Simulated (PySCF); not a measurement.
CH11ClSi4, SMILES [SiH]([SiH3])(C[SiH2]Cl)[SiH3]. Atoms are numbered in the order given.

```xyz
17

Si    -2.0361    -1.8133    -1.7478
Si    -0.7796    -0.2084    -0.5871
Si    -1.5335    -0.1295     1.6363
C      1.0626    -0.6713    -0.6721
Si     2.1543     0.2519     0.5286
Cl     1.7250     2.2809     0.4274
H     -3.4925    -1.4740    -1.7195
H     -1.5910    -1.9146    -3.1734
H     -1.8459    -3.1505    -1.1011
H     -0.9925     1.1317    -1.2168
H     -1.2445    -1.4353     2.3091
H     -3.0116     0.0977     1.6559
H     -0.8591     0.9641     2.4001
H      1.4184    -0.5114    -1.7038
H      1.1688    -1.7488    -0.4523
H      1.8752    -0.1961     1.9231
H      3.6031     0.0807     0.2244
```

Geometry optimised at PBE0-D3(BJ)/def2-SVP. The structure was generated by enumeration, and PubChem lists no compound with its InChIKey, so it may never have been made. One conformer was computed; it need not be the lowest.

All values below come from TDA-ωB97X/def2-SVPD (PySCF).

Vertical excitations. Isolated molecule, no solvent.

List the lowest excited states. (The exact figures need the calculation; the answer reports its results.)


```json
[
 {"state": "S1", "energy (eV)": "6.71", "λ (nm)": "185", "f": "0.041", "main pairs": "HOMO→LUMO 71 %, HOMO→LUMO+4 12 %"},
 {"state": "S2", "energy (eV)": "6.90", "λ (nm)": "180", "f": "0.109", "main pairs": "HOMO→LUMO+1 51 %, HOMO→LUMO+4 16 %, HOMO→LUMO 12 %"},
 {"state": "S3", "energy (eV)": "7.50", "λ (nm)": "165", "f": "0.041", "main pairs": "HOMO→LUMO+4 27 %, HOMO→LUMO+5 13 %, HOMO→LUMO+3 13 %, HOMO→LUMO+1 10 %"},
 {"state": "S4", "energy (eV)": "7.53", "λ (nm)": "165", "f": "0.028", "main pairs": "HOMO−1→LUMO 34 %, HOMO→LUMO+2 28 %, HOMO→LUMO+1 9 %, HOMO→LUMO+4 5 %"},
 {"state": "S5", "energy (eV)": "7.61", "λ (nm)": "163", "f": "0.129", "main pairs": "HOMO−1→LUMO 29 %, HOMO→LUMO+2 26 %, HOMO→LUMO+3 12 %"},
 {"state": "S6", "energy (eV)": "7.75", "λ (nm)": "160", "f": "0.065", "main pairs": "HOMO−1→LUMO+1 32 %, HOMO→LUMO+6 16 %, HOMO→LUMO+5 13 %"},
 {"state": "T1", "energy (eV)": "5.89", "λ (nm)": "211", "f": "0", "main pairs": "HOMO→LUMO 74 %"},
 {"state": "T2", "energy (eV)": "6.17", "λ (nm)": "201", "f": "0", "main pairs": "HOMO→LUMO+1 40 %, HOMO→LUMO+4 32 %"}
]
```
Triplets are in the Tamm–Dancoff approximation.
